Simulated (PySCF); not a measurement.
C2H3N, charge -1, doublet, at a GFN2-xTB geometry (a state made from the parent by changing its charge; the spin is typed, not shown lowest) (in this run its highest filled SCF level lies above zero, so its values depend strongly on the basis, on diffuse functions most of all). Base run: SVWN5/pcseg-1 (PySCF).

Here is a job for PySCF.
```python
from pyscf import gto, scf, dft

mol = gto.Mole()
mol.atom = '''
    C    -1.147625    0.026037    0.004950
    C     0.343317   -0.399718    0.114960
    N     1.350316    0.271561   -0.095606
    H    -1.659479   -0.620894   -0.721031
    H    -1.640714   -0.116531    0.976598
    H    -1.326173    1.078584   -0.305786
'''
mol.basis = 'pcseg-1'
mol.charge = -1
mol.spin = 1
mol.verbose = 4
mol.build()

mf = dft.UKS(mol)
mf.xc = 'lda,vwn'
mf.kernel()
```

Each row names what was changed in the base input (with any setting that the change needs).

```json
[
 {"change": "base", "ΔE vs base (µEh)": "0.0", "SCF cycles": "12", "<S^2>": "0.751", "outcome": "converged"},
 {"change": "diis = off (with mf.max_cycle = 100)", "ΔE vs base (µEh)": "-", "SCF cycles": "100", "<S^2>": "-", "outcome": "not converged"},
 {"change": "diis_space = 2", "ΔE vs base (µEh)": "-", "SCF cycles": "50", "<S^2>": "-", "outcome": "not converged"},
 {"change": "conv_tol = 1e-4", "ΔE vs base (µEh)": "23.2", "SCF cycles": "7", "<S^2>": "0.751", "outcome": "converged"},
 {"change": "level_shift = 0.3 (with mf.max_cycle = 100)", "ΔE vs base (µEh)": "0.0", "SCF cycles": "31", "<S^2>": "0.751", "outcome": "converged"},
 {"change": "level_shift = 0.1 (with mf.max_cycle = 100)", "ΔE vs base (µEh)": "0.0", "SCF cycles": "16", "<S^2>": "0.751", "outcome": "converged"},
 {"change": "diis = off; damp = 0.6 (with mf.diis_start_cycle = 200; with mf.max_cycle = 150)", "ΔE vs base (µEh)": "0.0", "SCF cycles": "122", "<S^2>": "0.751", "outcome": "converged"},
 {"change": "init_guess = 1e", "ΔE vs base (µEh)": "0.0", "SCF cycles": "15", "<S^2>": "0.751", "outcome": "converged"},
 {"change": "diis_space = 12", "ΔE vs base (µEh)": "0.0", "SCF cycles": "12", "<S^2>": "0.751", "outcome": "converged"},
 {"change": "DIIS = EDIIS", "ΔE vs base (µEh)": "-", "SCF cycles": "50", "<S^2>": "-", "outcome": "not converged"},
 {"change": "conv_tol = 1e-7", "ΔE vs base (µEh)": "0.0", "SCF cycles": "10", "<S^2>": "0.751", "outcome": "converged"},
 {"change": "solver = newton; init_guess = 1e", "ΔE vs base (µEh)": "0.0", "SCF cycles": "-", "<S^2>": "0.751", "outcome": "converged"},
 {"change": "init_guess = atom", "ΔE vs base (µEh)": "0.0", "SCF cycles": "13", "<S^2>": "0.751", "outcome": "converged"}
]
```

Open shells are given as the SCF converged; they aren't shown to be the lowest states, and a large step between rows can be another state.
